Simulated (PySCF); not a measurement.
An unknown is described by computed data only.

Formula: C6H15BSi.

| Property | Result |
| --- | --- |
| 1H NMR | chemical shifts (computed TMS as zero) by class: 7.58 (1 H), 3.90 (3 H), 2.22 (1 H), 2.07 (1 H), 1.80 (1 H), 1.62 (1 H), 1.45 (1 H), 1.34 (1 H), 0.99 (1 H), 0.86 (1 H), 0.74 (1 H), 0.44 (1 H), 0.31 (1 H) ppm [GIAO PBE0/pcSseg-1] |
| Valence photoelectron | vertical ionisation energy: 9.89 eV [ΔSCF CAM-B3LYP/def2-SVPD] |
| Polarisability | 110.3 au [CAM-B3LYP/def2-SVPD] |
| NMR, other nuclei | isotropic shieldings of nuclei other than C and H, by class: 14 (1 B), 419 (1 Si) ppm [GIAO PBE0/pcSseg-1] |
| UV, first state | lowest singlet excitation: 5.79 eV (214 nm, f = 0.002) [TDDFT CAM-B3LYP/def2-SVPD] |
| Dipole | 1.15 D [CAM-B3LYP/def2-SVPD] |
| 13C NMR | chemical shifts (computed TMS as zero) by class: 41.2 (1 C), 37.4 (1 C), 35.2 (1 C), 30.2 (1 C), 25.8 (1 C), 20.2 (1 C) ppm [GIAO PBE0/pcSseg-1] |
| Rotational structure | rotational constants A, B, C: 3.717, 0.863, 0.741 GHz [PBE0-D3(BJ)/def2-SVP] |
| Triplet | lowest triplet excitation (Tamm–Dancoff): 5.32 eV [TDA CAM-B3LYP/def2-SVPD] |

The electronic properties come from PySCF, for the isolated species, density fitting. Levels stand in brackets. One conformer (not necessarily the lowest) at the PBE0-D3(BJ)/def2-SVP geometry, without solvent, vibrations or thermal averaging. Each NMR value is the plain mean over a class of atoms that symmetry, rotation or inversion makes alike.

Question: Give a SMILES that accounts for the data.

Answer: Numbering: `[SiH3:1][CH2:2][C@H:3]1[CH2:4][BH:5][CH2:6][CH2:7][CH2:8]1`. 6 carbons fall into 6 classes; from least to most shielded: ring CH2 carbon [C8] (41.2 ppm), ring sp3 carbon bound to boron [C4] (37.4 ppm), sp3 CH carbon [C3] (35.2 ppm), ring sp3 carbon bound to boron [C6] (30.2 ppm), ring CH2 carbon [C7] (25.8 ppm), chain sp3 carbon bound to silicon [C2] (20.2 ppm). Hydrogen classes from least to most shielded: 1 H on a three-coordinate boron, B5 (7.58 ppm), 3 H on an SiH3 silicon, Si1 (3.90 ppm), 1 H on an sp3 carbon bound to boron, C4 (2.22 ppm), 1 H on an sp3 carbon bound to boron, C6 (2.07 ppm), 1 H on a ring CH2 carbon, C7 (1.80 ppm), 1 H on a ring CH2 carbon, C8 (1.62 ppm), 1 H on a ring CH2 carbon, C7 (1.45 ppm), 1 H on an sp3 CH carbon, C3 (1.34 ppm), 1 H on a ring CH2 carbon, C8 (0.99 ppm), 1 H on an sp3 carbon bound to silicon, C2 (0.86 ppm), 1 H on an sp3 carbon bound to boron, C6 (0.74 ppm), 1 H on an sp3 carbon bound to silicon, C2 (0.44 ppm); 1 more class is left out. The other shieldings belong to: 14 ppm, three-coordinate boron [B5]; 419 ppm, SiH3 silicon [Si1]. The optimised geometry has point group C1 and is an asymmetric top. Structure: `[SiH3]C[C@H]1CBCCC1`. The assignments are read from this structure; whether some other isomer fits the data as well wasn't checked. The mirror image fits equally.
